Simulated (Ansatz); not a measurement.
Harmonic vibrations of [VO2F2]- (VO₂F₂⁻) by finite differences.

```yaml
crystal:
  periodic: [false, false, false]
  atoms:
    - {symbol: V, position_ang: [0.041117, -0.000196, 0.028699]}
    - {symbol: O, position_ang: [0.057185, -0.016181, 1.652928]}
    - {symbol: O, position_ang: [1.571376, 0.008474, -0.516156]}
    - {symbol: F, position_ang: [-0.837997, 1.472262, -0.568254]}
    - {symbol: F, position_ang: [-0.831690, -1.464359, -0.597217]}
basis:
  gaussian: {orbitals: def2-SVPD}
total_charge: -1
hamiltonian: {xc: pbe, dispersion: d4}
scf: {omitted_lower_state_checks: [starts]}
phonons: {temperatures: {t_min: 298.15, t_max: 900, t_step: 200}}
```

```sh
$ ansatz run in.yaml --threads 4 --pin off --events-out ev --progress --plain --max-ram 3916MiB
```

Output, abridged:

```
Functional definition: PBE
mean field -35199.60381089 eV, -1293.5615809016 hartree, gradient 2.5e-5 eV, S^2 0.000000; 0 other end points of the search recorded, 0 dependent functions left out
mean field -35199.60365776 eV, -1293.5615752744 hartree, gradient 9.4e-7 eV, S^2 0.000000; 0 other end points of the search recorded, 0 dependent functions left out
mean field -35199.60361063 eV, -1293.5615735426 hartree, gradient 9.2e-7 eV, S^2 0.000000; 0 other end points of the search recorded, 0 dependent functions left out
mean field -35199.60370433 eV, -1293.5615769858 hartree, gradient 1.0e-6 eV, S^2 0.000000; 0 other end points of the search recorded, 0 dependent functions left out
mean field -35199.60370461 eV, -1293.5615769961 hartree, gradient 1.2e-6 eV, S^2 0.000000; 0 other end points of the search recorded, 0 dependent functions left out
mean field -35199.60364172 eV, -1293.5615746848 hartree, gradient 9.9e-7 eV, S^2 0.000000; 0 other end points of the search recorded, 0 dependent functions left out
mean field -35199.60360923 eV, -1293.5615734910 hartree, gradient 1.0e-6 eV, S^2 0.000000; 0 other end points of the search recorded, 0 dependent functions left out
mean field -35199.60377226 eV, -1293.5615794822 hartree, gradient 2.3e-6 eV, S^2 0.000000; 0 other end points of the search recorded, 0 dependent functions left out
mean field -35199.60382677 eV, -1293.5615814853 hartree, gradient 2.0e-6 eV, S^2 0.000000; 0 other end points of the search recorded, 0 dependent functions left out
mean field -35199.60380333 eV, -1293.5615806239 hartree, gradient 3.0e-6 eV, S^2 0.000000; 0 other end points of the search recorded, 0 dependent functions left out
mean field -35199.60380417 eV, -1293.5615806548 hartree, gradient 8.1e-7 eV, S^2 0.000000; 0 other end points of the search recorded, 0 dependent functions left out
mean field -35199.60371589 eV, -1293.5615774106 hartree, gradient 5.4e-7 eV, S^2 0.000000; 0 other end points of the search recorded, 0 dependent functions left out
mean field -35199.60364145 eV, -1293.5615746749 hartree, gradient 6.0e-7 eV, S^2 0.000000; 0 other end points of the search recorded, 0 dependent functions left out
mean field -35199.60371744 eV, -1293.5615774675 hartree, gradient 3.0e-6 eV, S^2 0.000000; 0 other end points of the search recorded, 0 dependent functions left out
mean field -35199.60366654 eV, -1293.5615755969 hartree, gradient 5.8e-7 eV, S^2 0.000000; 0 other end points of the search recorded, 0 dependent functions left out
mean field -35199.60380414 eV, -1293.5615806536 hartree, gradient 8.1e-7 eV, S^2 0.000000; 0 other end points of the search recorded, 0 dependent functions left out
mean field -35199.60380338 eV, -1293.5615806257 hartree, gradient 8.0e-7 eV, S^2 0.000000; 0 other end points of the search recorded, 0 dependent functions left out
mean field -35199.60374797 eV, -1293.5615785894 hartree, gradient 2.0e-6 eV, S^2 0.000000; 0 other end points of the search recorded, 0 dependent functions left out
mean field -35199.60382441 eV, -1293.5615813985 hartree, gradient 2.3e-6 eV, S^2 0.000000; 0 other end points of the search recorded, 0 dependent functions left out
mean field -35199.60378199 eV, -1293.5615798398 hartree, gradient 2.5e-6 eV, S^2 0.000000; 0 other end points of the search recorded, 0 dependent functions left out
mean field -35199.60380394 eV, -1293.5615806464 hartree, gradient 2.5e-6 eV, S^2 0.000000; 0 other end points of the search recorded, 0 dependent functions left out
mean field -35199.60377952 eV, -1293.5615797490 hartree, gradient 9.9e-7 eV, S^2 0.000000; 0 other end points of the search recorded, 0 dependent functions left out
mean field -35199.60375975 eV, -1293.5615790224 hartree, gradient 1.3e-6 eV, S^2 0.000000; 0 other end points of the search recorded, 0 dependent functions left out
mean field -35199.60379208 eV, -1293.5615802105 hartree, gradient 2.3e-6 eV, S^2 0.000000; 0 other end points of the search recorded, 0 dependent functions left out
mean field -35199.60380717 eV, -1293.5615807651 hartree, gradient 2.4e-6 eV, S^2 0.000000; 0 other end points of the search recorded, 0 dependent functions left out
mean field -35199.60378232 eV, -1293.5615798518 hartree, gradient 2.5e-6 eV, S^2 0.000000; 0 other end points of the search recorded, 0 dependent functions left out
mean field -35199.60380399 eV, -1293.5615806482 hartree, gradient 2.5e-6 eV, S^2 0.000000; 0 other end points of the search recorded, 0 dependent functions left out
mean field -35199.60376034 eV, -1293.5615790443 hartree, gradient 1.3e-6 eV, S^2 0.000000; 0 other end points of the search recorded, 0 dependent functions left out
mean field -35199.60377975 eV, -1293.5615797576 hartree, gradient 9.8e-7 eV, S^2 0.000000; 0 other end points of the search recorded, 0 dependent functions left out
mean field -35199.60379130 eV, -1293.5615801818 hartree, gradient 2.3e-6 eV, S^2 0.000000; 0 other end points of the search recorded, 0 dependent functions left out
mean field -35199.60380675 eV, -1293.5615807495 hartree, gradient 2.4e-6 eV, S^2 0.000000; 0 other end points of the search recorded, 0 dependent functions left out
Total energy: -35199.71704224 eV, -1293.5657420770 hartree
Atom 0 at     0.041117    -0.000196     0.028699 Å, force     0.017315    -0.000091     0.012121 eV/Å
Atom 1 at     0.057185    -0.016181     1.652928 Å, force    -0.011915     0.000021    -0.004778 eV/Å
Atom 2 at     1.571376     0.008474    -0.516156 Å, force    -0.008603     0.000055    -0.009551 eV/Å
Atom 3 at    -0.837997     1.472262    -0.568254 Å, force     0.001596    -0.006414     0.001038 eV/Å
Atom 4 at    -0.831690    -1.464359    -0.597217 Å, force     0.001607     0.006428     0.001170 eV/Å
Dipole moment:    -0.189640     0.000897    -0.132375 e Å
Vibrations: 192.84 240.50 259.85 280.66 358.95 613.81 646.70 979.15 980.63 cm⁻¹, zero-point energy 0.282255 eV
Checks for a lower state left out: starts
```

It took 41 s on 4 threads of Arm Neoverse N1 on a shared host.

The restricted singlet is unstable towards broken spin symmetry in Hartree–Fock (as tested in another run); at PBE-D4/def2-SVPD this wasn't settled.
